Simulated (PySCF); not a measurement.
C10H16.
SMILES with atom numbers: `[CH3:1][CH2:2][C@@:3]12[CH:4]=[CH:5][C@@H:6]([CH2:7]1)[C@H:8]([CH3:9])[CH2:10]2` (hydrogens: H11, H12, H13 on C1; H14, H15 on C2; H16 on C4; H17 on C5; H18 on C6; H19, H20 on C7; H21 on C8; H22, H23, H24 on C9; H25, H26 on C10)

Theory: PySCF 2.14.0, PBE0-D3(BJ)/def2-SVP geometry optimisation, gas phase.

(1) What internal coordinates does the optimisation give?

Results:

(1) 
```
                  bond  length (Å)   order
                 C1–C2       1.522  single
                 C2–C3       1.518  single
                 C3–C4       1.520  single
                 C4=C5       1.340  double
                 C5–C6       1.513  single
                 C6–C7       1.532  single
                 C6–C8       1.562  single
                 C8–C9       1.518  single
                C8–C10       1.551  single
                 C3–C7       1.541  single
                C3–C10       1.560  single
C1–H11, C1–H12, C1–H13       1.101  single
                C2–H14       1.104  single
                C2–H15       1.104  single
                C4–H16       1.092  single
                C5–H17       1.092  single
                C6–H18       1.099  single
                C7–H19       1.101  single
                C7–H20       1.103  single
                C8–H21       1.103  single
C9–H22, C9–H23, C9–H24       1.102  single
               C10–H25       1.101  single
               C10–H26       1.102  single
```

Bonds in one row agree within 0.01 Å and their mean is given. Orders are formal, as drawn. A selection of angles:
```
    angle  degrees
 C1–C2–C3    114.6
 C2–C3–C4    117.2
 C2–C3–C7    117.0
C2–C3–C10    115.8
 C4–C3–C7     99.5
C4–C3–C10    104.8
C7–C3–C10     99.9
 C3–C4–C5    108.0
 C4–C5–C6    107.2
 C5–C6–C7    100.2
 C5–C6–C8    107.2
 C7–C6–C8    100.0
 C3–C7–C6     94.5
 C6–C8–C9    115.2
C6–C8–C10    102.2
C9–C8–C10    114.8
C3–C10–C8    104.0
```

Dihedral angles: C1–C2–C3–C4 65° (synclinal); C2–C3–C4–C5 160° (antiperiplanar); C3–C4–C5–C6 0° (synperiplanar); C4–C5–C6–C7 -34° (synclinal); C5–C6–C7–C3 51° (synclinal); C5–C6–C8–C9 59° (synclinal); C6–C8–C10–C3 -2° (synperiplanar); C2–C3–C7–C6 -177° (antiperiplanar); C2–C3–C10–C8 -161° (antiperiplanar).

The 5-membered ring C3–C7–C6–C8–C10 has internal angles of 94.5° to 104.0°; it is puckered, 0.28 Å rms from its mean plane, widest ring torsion 59°. The 11 C–C bonds span 1.340 Å (C4=C5, drawn double) to 1.562 Å (C6–C8, drawn single), a spread of 0.222 Å. The 5-membered ring C3–C4–C5–C6–C7 has internal angles of 94.5° to 108.0° (sum 509°, against 540° for a flat polygon); it is puckered, 0.25 Å rms from its mean plane, widest ring torsion 51°. Of the pairs four or more bonds apart, C5···H23 is among the closest relative to their van der Waals radii: 2.68 Å, 93 % of the sum of Bondi's values.

Point group: C1 (no symmetry element, even within 0.4 Å). No PBE0-D3(BJ)/def2-SVP frequencies stand behind this structure, so it isn't proved a minimum. One conformer, not necessarily the lowest.

Time: 4.4 min; peak memory 0.96 GiB. Hardware: an Arm Neoverse N1 with one thread, no GPU, shared host with 32 logical CPUs at a one-minute load of 21. These figures are those of the optimisation.
